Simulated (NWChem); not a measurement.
Molecule: C3H10Si; SMILES CC(C)[SiH3]

Computed with NWChem. All runs use the structure optimised with PBE0/def2-SVP. No frequency run checked for a minimum. Level: PBE0/def2-SVP with SMD (1 M gas to 1 M solution), gas-phase geometry. Reactions with the solvent are ignored.

Q: Order these by “dipole in solution (D)”, lowest first: benzene; chlorobenzene; water.

A: benzene (0.99), chlorobenzene (1.06), water (1.12)
